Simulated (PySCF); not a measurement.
Geometry (Å), atoms numbered from 1 in this order:
```xyz
25

Si    0.0668    0.4243    0.0456
C     0.1404    0.6769    1.9023
C    -0.6278   -0.0024    2.7621
H     0.8070    1.4503    2.3077
H    -1.3188   -0.7779    2.4112
H    -0.6084    0.1832    3.8423
C     1.8100    0.4802   -0.6445
C     2.9216    0.4442    0.1010
H     1.9323    0.4719   -1.7373
H     2.8811    0.4342    1.1966
H     3.9249    0.4193   -0.3402
C    -0.9588    1.7817   -0.7349
C    -0.4644    2.7179   -1.5531
H    -2.0236    1.8401   -0.4691
H     0.5921    2.7270   -1.8452
H    -1.0835    3.5239   -1.9637
N    -0.7118   -1.1021   -0.2795
C    -1.6579   -1.3099   -1.3438
C    -0.1120   -2.3204    0.2045
H    -1.2093   -1.8297   -2.2156
H    -2.0608   -0.3529   -1.7047
H    -2.5122   -1.9275   -1.0050
H     0.6056   -2.1096    1.0116
H    -0.8755   -3.0101    0.6131
H     0.4329   -2.8690   -0.5909
```

Geometry: PBE0-D3(BJ)/def2-SVP; GIAO absolute shieldings from PySCF, gas phase, non-relativistic, averaged over equivalent atoms.

At PBE0/pcSseg-1 (252 basis functions, 74 s wall time on 1 thread of an Arm Neoverse V1, shared host):
| atoms | σ (ppm) |
| --- | --- |
| Si1 | 369.5 |
| C3/C8/C13 | 39.2 |
| C2/C7/C12 | 40.6 |
| C18/C19 | 145.1 |
| H4/H9/H14 | 24.92 |
| H5/H6/H10/H11/H15/H16 | 24.95 |
| H20/H21/H22/H23/H24/H25 | 28.80 |
| N17 | 248.5 |

Predict the values at B3LYP/pcSseg-1 on the same geometry.

## Answers


```
                  atoms  σ at B3LYP/pcSseg-1  change
                    Si1                358.0   -11.5
              C3/C8/C13                 35.4    -3.8
              C2/C7/C12                 34.5    -6.1
                C18/C19                139.2    -5.9
              H4/H9/H14                25.16   +0.24
  H5/H6/H10/H11/H15/H16                25.22   +0.27
H20/H21/H22/H23/H24/H25                28.88   +0.08
                    N17                241.3    -7.2
```

The largest change is at Si1 (silicon bonded to 3 C, N). Cost: 252 basis functions, 56 s wall time on 1 thread of an Arm Neoverse V1, shared host. The order of the carbon signals changes between the two levels.
